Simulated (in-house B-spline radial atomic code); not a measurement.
Results of a calculation; reference values are marked as such.
# Stopping and range of 50 keV In in InSb

The pair potential comes from two frozen, spherical free-atom densities (PBE, B-spline radial code, scalar-relativistic past argon): electrostatics plus the change in Thomas-Fermi kinetic and Dirac exchange energy where they overlap, the recipe behind the universal ZBL potential, which averages such potentials (from solid-state densities) over many pairs. It is written V = (Z1 Z2 e²/r) φ(r/a), with e² = 14.3996 eV·Å and a = 0.46850 Å/(Z1^0.23 + Z2^0.23); ZBL's fit is φ = 0.18175 e^(−3.1998x) + 0.50986 e^(−0.94229x) + 0.28022 e^(−0.4029x) + 0.02817 e^(−0.20162x). Where φ falls below 4e-4 it is continued as an exponential.

The target is taken as amorphous, with density 5.77 g/cm³ (NSM archive of the Ioffe Institute); channelling is ignored. Masses: In 114.82, In 114.82, Sb 121.76 u. Nuclear stopping is S_n = 4π a Z1 Z2 e² M1/(M1 + M2) × s_n(ε), with s_n integrated over impact parameters for each pair. Electronic stopping is Lindhard and Scharff's S_e = Z1^(1/6) 8π e² a0 Z1 Z2/(Z1^(2/3) + Z2^(2/3))^(3/2) × v/v0, with a0 = 0.529177 Å and v = v0 at 24.801 keV/u; it misses the oscillations with Z1 seen in experiment, which reach tens of per cent. Compounds add by atom fraction.

```csv
target atom,a (Å),ε at this energy,"s_n, this pair","s_n, ZBL potential"
In,0.09570,0.0692,0.2973,0.296
Sb,0.09526,0.06813,0.2962,0.295
```

Problem. What are the atom density and the stopping powers at entry?

Solution. N = 5.77 × 0.602214/118.29 = 0.02938 atoms/Å³. For In: S_n = 20790 × 0.2973 = 6180 eV·Å², S_e = 3.7610 × √50000 = 841 eV·Å². For Sb: S_n = 20910 × 0.2962 = 6194 eV·Å², S_e = 3.8364 × √50000 = 857.9 eV·Å². Averaged over the target's atoms (half each) and times N × 10 Å/nm, the ion loses N S_n = 1820 eV/nm to recoils and N S_e = 250 eV/nm to electrons; the nuclear share is 88 %.

Along the track:

| E (keV) | N S_n (eV/nm) | N S_e (eV/nm) |
| --- | --- | --- |
| 2.5 | 641 | 55.8 |
| 7.5 | 1030 | 96.6 |
| 15 | 1320 | 137 |
| 25 | 1540 | 176 |
| 37.5 | 1710 | 216 |
| 50 | 1820 | 250 |

Problem. Estimate the path length and the projected range.

Solution. With continuous slowing down the path is the integral of dE/(N (S_n + S_e)). Trapezoids over the table give 31.2 nm, and the stretch below the first row, with stopping taken as √E, adds 2E/(N S) = 7.2 nm: 38.4 nm in all, against 37.9 nm on a fine grid from 5 eV. Deflections shorten the depth: to first order in the energy passed on, N (S_n + S_e) dR_p/dE = 1 − N S_n (M2/M1) R_p/(2E), summed over the target's atoms, and integrating this on the fine grid gives R_p = 21.1 nm, 0.56 of the path. Lindhard's rule of thumb R/(1 + M2/3M1), with mean M2/M1 = 1.03, gives 28.2 nm. On the ZBL potential the same equation gives 21.3 nm, and the full integral equation, which keeps hard collisions, 22.3 nm.
